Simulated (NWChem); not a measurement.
System: As cation, triplet

All runs: NWChem. Spin-unrestricted. The open p shell is one determinant without spherical averaging. No stability test was run on the SCF state.

Task: Among these, which level gives the highest value of “highest occupied level (eV)”?
A. UHF/aug-pcseg-1
B. UHF/STO-3G
C. UHF/pcseg-2
D. UHF/def2-SVP

Result: B, UHF/STO-3G. Values: UHF/pcseg-2 -18.46; UHF/aug-pcseg-1 -18.46; UHF/def2-SVP -18.46; UHF/STO-3G -17.12
